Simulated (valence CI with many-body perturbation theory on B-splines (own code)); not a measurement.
## P10+: electric-dipole lines

Computed by configuration interaction combined with many-body perturbation theory (CI+MBPT): three valence electrons over a frozen Dirac-Fock core [He], a basis of 11 s, 11 p, 10 d, 8 f, 5 g, 2 h functions for each j, with the one-electron correlation potential Σ1 (screened to all orders), the two-electron term Σ2, the three-electron term Σ3, Breit, model QED; selected single and double excitations, second order for the rest, scaled by the run's own slope (own B-spline code, finite nucleus).

No measured levels were compared; by estimate levels of excited configurations hold to 0.05 to 0.15 % of their energy, terms of the ground configuration to about 0.5 %.

Lines 151 to 200 of 555 in falling wavelength, among levels below 30.321 Ry, chosen from the strongest by gf and those to the six lowest levels. Wavelengths and rates use the calculated energies, so an error of 300 cm⁻¹ moves a line at 328.3 Å by 0.098 % and its rate by three times that or more. Electric multipoles are in the length gauge, E1 and E2 with the static RPA response of the core. Weak lines are less certain than strong ones. Lines between different terms over intervals too small for the method are left out, as are lines whose strength nearly cancels. Where a level lies close to another of its J and parity, the split of strength between their lines is uncertain. The highest levels of a list are the least certain.

Names give the largest LS component (configuration and term), which can be under half, so a name can repeat, a term be missing and a line seem to break the LS rules; names also repeat where a configuration has a term twice. Letters in brackets count levels of one name in rising energy.

| λ vac (Å) | Upper | Lower | A (s⁻¹) | S (a.u.) |
| --- | --- | --- | --- | --- |
| 328.3 | 2p2.3p 4P°_5/2 | 2s.2p.3p 4S_3/2 | 1.86e+09 | 1.95e-01 |
| 326.4 | 2p2.3d 2D_5/2 [a] | 2s.2p.3d 2F°_7/2 [a] | 2.91e+09 | 2.99e-01 |
| 325.5 | 2s.2p2 2D_3/2 | 2s2.2p 2P°_3/2 | 2.81e+08 | 1.91e-02 |
| 325.4 | 2s.2p2 2D_5/2 | 2s2.2p 2P°_3/2 | 2.28e+09 | 2.32e-01 |
| 324.0 | 2p2.3p 4D°_7/2 | 2s.2p.3p 4D_7/2 | 4.23e+09 | 5.68e-01 |
| 323.4 | 2p2.3p 4D°_5/2 | 2s.2p.3p 4D_5/2 | 2.38e+09 | 2.38e-01 |
| 319.9 | 2p2.3d 2D_3/2 [a] | 2s.2p.3d 2F°_5/2 [a] | 3.59e+09 | 2.32e-01 |
| 319.2 | 2p2.3s 4P_3/2 | 2s.2p.3s 4P°_5/2 | 2.70e+09 | 1.73e-01 |
| 317.3 | 2p3 2D°_3/2 | 2s.2p2 2D_3/2 | 4.06e+09 | 2.56e-01 |
| 317.2 | 2p3 2D°_5/2 | 2s.2p2 2D_5/2 | 4.62e+09 | 4.36e-01 |
| 317.1 | 2p3 2D°_5/2 | 2s.2p2 2D_3/2 | 4.34e+08 | 4.09e-02 |
| 316.8 | 2p2.3p 4P°_5/2 | 2s.2p.3p 4D_7/2 | 1.91e+09 | 1.80e-01 |
| 316.7 | 2p2.3s 4P_1/2 | 2s.2p.3s 4P°_3/2 | 5.14e+09 | 1.61e-01 |
| 316.7 | 2p2.3d 4D_7/2 | 2s.2p.3d 4F°_9/2 | 2.83e+09 | 3.54e-01 |
| 315.5 | 2s.2p2 2D_3/2 | 2s2.2p 2P°_1/2 | 2.23e+09 | 1.38e-01 |
| 315.3 | 2p2.3d 4P_5/2 | 2s.2p.3d 4D°_7/2 | 4.52e+09 | 4.19e-01 |
| 314.1 | 2p2.3s 2P_3/2 | 2s.2p.3s 2P°_3/2 [a] | 7.50e+09 | 4.59e-01 |
| 314.0 | 2p2.3s 4P_5/2 | 2s.2p.3s 4P°_5/2 | 4.40e+09 | 4.04e-01 |
| 314.0 | 2p2.3d 4D_5/2 | 2s.2p.3d 4F°_7/2 | 2.59e+09 | 2.37e-01 |
| 313.9 | 2p2.3p 4S°_3/2 | 2s.2p.3p 4P_5/2 | 3.16e+09 | 1.93e-01 |
| 313.3 | 2s2.4d 2D_5/2 | 2s.2p.3d 2F°_7/2 [b] | 2.69e+09 | 2.45e-01 |
| 313.2 | 2p2.3s 2P_1/2 | 2s.2p.3s 2P°_1/2 [a] | 6.43e+09 | 1.95e-01 |
| 311.7 | 2p2.3d 4P_5/2 | 2s.2p.3d 4D°_5/2 | 1.83e+09 | 1.64e-01 |
| 310.1 | 2p2.3s 4P_3/2 | 2s.2p.3s 4P°_1/2 | 2.74e+09 | 1.62e-01 |
| 308.4 | 2p2.3p 2P°_3/2 [c] | 2s.2p.3p 2P_3/2 [b] | 3.09e+09 | 1.79e-01 |
| 308.2 | 2p2.3s 4P_5/2 | 2s.2p.3s 4P°_3/2 | 2.01e+09 | 1.74e-01 |
| 307.7 | 2p2.3d 2D_5/2 [c] | 2s.2p.3d 2F°_7/2 [b] | 3.31e+09 | 2.85e-01 |
| 307.5 | 2p2.3s 2S_1/2 | 2s.2p.3s 2P°_3/2 [b] | 8.43e+09 | 2.42e-01 |
| 307.3 | 2p2.3d 2D_3/2 [c] | 2s.2p.3d 2F°_5/2 [b] | 4.11e+09 | 2.35e-01 |
| 307.2 | 2p2.3p 2P°_3/2 [c] | 2s.2p.3p 2D_5/2 [b] | 6.97e+09 | 3.99e-01 |
| 307.1 | 2p2.3p 2P°_1/2 [c] | 2s.2p.3p 2D_3/2 [b] | 8.66e+09 | 2.48e-01 |
| 297.3 | 2s2.5d 2D_3/2 | 2s2.4p 2P°_3/2 | 3.54e+09 | 1.84e-01 |
| 297.1 | 2s2.5d 2D_5/2 | 2s2.4p 2P°_3/2 | 2.13e+10 | 1.65e+00 |
| 296.3 | 2s2.5d 2D_3/2 | 2s2.4p 2P°_1/2 | 1.77e+10 | 9.10e-01 |
| 285.9 | 2s.2p.3d 2F°_7/2 [b] | 2s2.3d 2D_5/2 | 2.68e+09 | 2.47e-01 |
| 285.1 | 2s.2p.3d 2F°_5/2 [b] | 2s2.3d 2D_3/2 | 2.53e+09 | 1.73e-01 |
| 282.1 | 2s2.5p 2P°_1/2 | 2s2.4s 2S_1/2 | 1.50e+10 | 3.31e-01 |
| 281.6 | 2s2.5p 2P°_3/2 | 2s2.4s 2S_1/2 | 1.48e+10 | 6.54e-01 |
| 276.3 | 2s.2p.3d 2D°_3/2 [b] | 2s2.3d 2D_3/2 | 7.15e+09 | 2.98e-01 |
| 276.1 | 2s.2p.3d 2D°_5/2 [b] | 2s2.3d 2D_5/2 | 7.47e+09 | 4.66e-01 |
| 275.7 | 2s.2p.3p 2D_5/2 [b] | 2s2.3p 2P°_3/2 | 5.51e+09 | 3.42e-01 |
| 274.7 | 2s.2p.3p 2P_3/2 [b] | 2s2.3p 2P°_3/2 | 7.73e+09 | 3.16e-01 |
| 274.6 | 2s.2p.3p 2D_3/2 [b] | 2s2.3p 2P°_1/2 | 5.98e+09 | 2.44e-01 |
| 272.5 | 2s.2p.3s 2P°_1/2 [b] | 2s2.3s 2S_1/2 | 7.96e+09 | 1.59e-01 |
| 272.2 | 2s.2p.3s 2P°_3/2 [b] | 2s2.3s 2S_1/2 | 7.46e+09 | 2.97e-01 |
| 267.8 | 2p3 4S°_3/2 | 2s.2p2 4P_5/2 | 8.46e+09 | 3.21e-01 |
| 265.9 | 2s.2p.3d 2P°_1/2 [b] | 2s2.3d 2D_3/2 | 1.03e+10 | 1.90e-01 |
| 265.9 | 2s.2p.3d 2P°_3/2 [b] | 2s2.3d 2D_5/2 | 9.21e+09 | 3.42e-01 |
| 264.3 | 2p3 4S°_3/2 | 2s.2p2 4P_3/2 | 5.88e+09 | 2.14e-01 |
| 261.9 | 2p3 4S°_3/2 | 2s.2p2 4P_1/2 | 3.03e+09 | 1.07e-01 |
